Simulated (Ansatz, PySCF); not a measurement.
This Ansatz (a first-principles code) input computes a BLYP/def2-TZVPD energy:

Ansatz 0.2 input:
```yaml
crystal:
  periodic: [false, false, false]
  atoms:
    - {symbol: Be, position_ang: [-0.00244410, 0.49155060, -0.08914113]}
    - {symbol: F, position_ang: [1.18983741, -0.20123978, -0.52014940]}
    - {symbol: F, position_ang: [-1.18875115, -0.01722715, 0.55976768]}
basis:
  gaussian:
    orbitals: def2-TZVPD
hamiltonian:
  xc: {name: BLYP}
total_charge: -1
magnetization: {spin_polarized: true, initial_magnetization: 1}
output: {forces: true}
```

### Question
Write an input for the same energy in PySCF and say what it gives.

### Answer

```python
from pyscf import gto, scf, dft

mol = gto.M(
    atom='''
    Be   -0.00244410    0.49155060   -0.08914113
    F     1.18983741   -0.20123978   -0.52014940
    F    -1.18875115   -0.01722715    0.55976768
    ''',
    basis='def2-tzvpd',
    charge=-1,
    spin=1,
    verbose=4,
)

mf = dft.UKS(mol, xc='blyp').density_fit(auxbasis='def2-universal-jkfit')
mf.grids.level = 3
mf.conv_tol = 1e-9
mf.max_cycle = 100
mf.max_memory = 1500
mf.kernel()
if not mf.converged:
    mf = mf.newton()
    mf.kernel(mf.make_rdm1())
for _ in range(2):
    mo, _, stable, _ = mf.stability(return_status=True)
    if stable:
        break
    mf.kernel(mf.make_rdm1(mo, mf.mo_occ))
mf.analyze()
```
It gives -214.67131 Eh, and Ansatz -214.67121 Eh, a difference of 0.10 mEh, from the treatment of integrals and grids.
